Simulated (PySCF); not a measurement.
# How good is the calculation?

Atoms are numbered as in `[N:1]#[C:2][S:3][c:4]1[cH:5][cH:6][cH:7][cH:8][cH:9]1`. Each H is labelled by its parent atom.

[PySCF 2.14.0 with density-fitted response routines: PBE0-D3(BJ)/def2-SVP geometry; NMR shieldings at KT2/pcSseg-1/GIAO; no relativistic terms; single conformer; no solvent; equivalent nuclei averaged]

Reference values: estimated from measurements, as parent shift plus tabulated substituent increment (solution, not stated per compound (mostly CDCl3 or CCl4); Pretsch, Buehlmann, Badertscher, Structure Determination of Organic Compounds, 4th ed. (2009)).
```
atoms  quantity  reference  computed  computed, scaled
C5/C9     δ ¹³C      131.0     132.5             138.0
C6/C8     δ ¹³C      130.7     125.5             130.4
   C7     δ ¹³C      130.7     126.1             131.0
```

Computed shifts are σ(ref) − σ with the named reference compound (TMS for H and C) calculated as an isolated molecule at the same level. The measured values may be among those fitted. Empirical linear scaling, fitted to shifts measured mostly in CDCl3 for H and C (δ vs TMS): ¹³C (scatter 1.2 ppm rms, 2.4 ppm with the 5 outliers that the fit left out). A few per cent of atoms miss by over 2 rms, more outside the fitted compound classes.

How far are the unscaled ¹³C shifts from the references?

Results:

Mean signed difference -2.77 ppm, mean absolute 3.77 ppm over 3 comparisons; the largest is -5.2 ppm at C6/C8 (aromatic CH).
